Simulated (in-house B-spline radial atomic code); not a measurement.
The outermost shell (largest non-relativistic mean radius) with and without relativity; Dirac values are averaged over j. Computed with an all-electron radial atomic-structure program (B-spline basis): non-relativistic Hartree-Fock and Dirac-Hartree-Fock, averages of the configuration (point nuclei without relativity, finite nuclei with it).

```tsv
ion	configuration	outermost shell	radius non-relativistic (bohr)	radius Dirac (bohr)	radius change (%)	level non-relativistic (eV)	level Dirac (eV)	spin-orbit splitting (eV)
Nb+	[Kr] 4d4	4d	2.0079	2.0354	1.3711	-13.749	-13.502	0.14774
Mo+	[Kr] 4d5	4d	1.844	1.8669	1.2415	-15.229	-14.958	0.2071
Tc+	[Kr] 4d5 5s1	5s	3.2833	3.1872	-2.925	-13.180	-13.648	-
Ru+	[Kr] 4d7	?	?	?	?	?	?	?
Rh+	[Kr] 4d8	?	?	?	?	?	?	?
Pd+	[Kr] 4d9	4d	1.426	1.4398	0.9641	-21.012	-20.625	0.54706
Ag+	[Kr] 4d10	4d	1.3546	1.3671	0.92266	-22.458	-22.038	0.66192
Cd+	[Kr] 4d10 5s1	?	?	?	?	?	?	?
In+	[Kr] 4d10 5s2	5s	2.6868	2.5828	-3.8711	-16.519	-17.3	-
Sn+	[Kr] 4d10 5s2 5p1	5p	2.9727	2.9437	-0.97456	-13.810	-13.832	0.5219
Sb+	[Kr] 4d10 5s2 5p2	5p	2.7246	2.6974	-0.99836	-15.680	-15.716	0.72247
Te+	[Kr] 4d10 5s2 5p3	5p	2.5259	2.5	-1.0252	-17.558	-17.61	0.95239
I+	[Kr] 4d10 5s2 5p4	5p	2.3614	2.3364	-1.0555	-19.461	-19.529	1.2136
Xe+	[Kr] 4d10 5s2 5p5	5p	2.2217	2.1975	-1.089	-21.395	-21.484	1.5081
```

(1) Fill in the row of Ru+.

(2) Fill in the row of Rh+.

(3) Fill in the row of Cd+.

(4) Which member changes most?

Results:

(1) outermost shell: 4d; radius non-relativistic (bohr): 1.6015; radius Dirac (bohr): 1.6186; radius change (%): 1.0722; level non-relativistic (eV): -18.130; level Dirac (eV): -17.804; spin-orbit splitting (eV): 0.35495.

(2) outermost shell: 4d; radius non-relativistic (bohr): 1.5075; radius Dirac (bohr): 1.5228; radius change (%): 1.013; level non-relativistic (eV): -19.570; level Dirac (eV): -19.215; spin-orbit splitting (eV): 0.44504.

(3) outermost shell: 5s; radius non-relativistic (bohr): 2.8981; radius Dirac (bohr): 2.7773; radius change (%): -4.1713; level non-relativistic (eV): -14.921; level Dirac (eV): -15.69.

(4) Cadmium (Cd+): its 5s shell contracts by 4.2 %.
